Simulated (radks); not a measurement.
Q: Ionisation ladder of thulium, from Tm XXIII to Tm XLIV. Each ion is in the ground configuration listed by NIST, and IE = E(next ion) - E(this ion). All-electron calculation, non-relativistic Kohn-Sham, PBE, spin-polarised, spherical densities, point nucleus; open shells are filled with parallel spins first (spin-orbit coupling, left out, can overturn this in heavy ions); relativity is left out, which matters for an element this heavy. Program: a radial shooting solver on a logarithmic mesh with Libxc functionals.

species         configuration  IE, Delta-SCF (eV)  -e(HOMO) (eV)     HOMO
Tm XXIII        [Kr] 4d10 4f1              617.98         596.32    4f up
Tm XXIV             [Kr] 4d10              832.09         810.74       4d
Tm XXV               [Kr] 4d9                   ?         853.53  4d down
Tm XXVI              [Kr] 4d8              918.63         896.80  4d down
Tm XXVII             [Kr] 4d7              962.55         940.52  4d down
Tm XXVIII            [Kr] 4d6                   ?         984.64  4d down
Tm XXIX              [Kr] 4d5              1063.5         1040.5    4d up
Tm XXX               [Kr] 4d4              1109.8         1086.6    4d up
Tm XXXI              [Kr] 4d3              1156.6         1133.1    4d up
Tm XXXII             [Kr] 4d2                   ?         1180.0    4d up
Tm XXXIII            [Kr] 4d1              1251.1         1227.3    4d up
Tm XXXIV                 [Kr]              1432.0         1408.7       4p
Tm XXXV     [Ar] 3d10 4s2 4p5              1478.4         1455.2  4p down
Tm XXXVI    [Ar] 3d10 4s2 4p4              1524.3         1501.4  4p down
Tm XXXVII   [Ar] 3d10 4s2 4p3              1584.2         1560.2    4p up
Tm XXXVIII  [Ar] 3d10 4s2 4p2              1631.9         1608.1    4p up
Tm XXXIX    [Ar] 3d10 4s2 4p1              1679.0         1655.6    4p up
Tm XL           [Ar] 3d10 4s2              1800.4         1777.2       4s
Tm XLI          [Ar] 3d10 4s1              1852.7         1829.3    4s up
Tm XLII             [Ar] 3d10              3314.6         3258.1       3d
Tm XLIII             [Ar] 3d9                   ?         3371.2  3d down
Tm XLIV              [Ar] 3d8              3542.9         3485.4  3d down

Estimate the withheld Delta-SCF values.

A: Tm XXV: 875.13 eV (NIST 866); Tm XXVIII: 1006.8 eV (NIST 1004); Tm XXXII: 1203.7 eV (NIST 1207); Tm XLIII: 3428.3 eV (NIST 3409).
